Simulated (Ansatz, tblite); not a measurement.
Forces on B3Sb3⁻ at its PBE-D4/def2-SVPD geometry. Charge -1, multiplicity 2.

In the def2 sets Sb takes a core potential; there is no spin–orbit coupling. The xTB rows come from tblite. Another isomer (doublet) lies 0.53 eV lower at PBE0-D4/def2-TZVPD; other spin states weren't run for this one.

GFN1-xTB (tblite), largest force 2.17 eV/Å:

```xyz
6
positions Å, forces eV/Å
B     0.417   -0.967   -0.592   -0.207   -1.119   -0.565
B    -1.016   -0.376   -0.862   -0.155   -0.559   -0.382
B     0.027    0.671    0.041    0.461    1.814    1.100
Sb    0.336   -1.057    1.721    0.686    0.694   -0.858
Sb   -2.008    1.490   -0.283    0.119   -0.302    0.007
Sb    2.244    0.238   -0.025   -0.904   -0.529    0.697
```

PBE-D4/def2-TZVPD (Ansatz), largest force 0.36 eV/Å:

```
B -0.243 0.202 0.050
B 0.335 0.012 0.128
B -0.028 -0.083 -0.029
Sb 0.049 0.102 -0.184
Sb 0.164 -0.149 0.001
Sb -0.277 -0.084 0.033
```
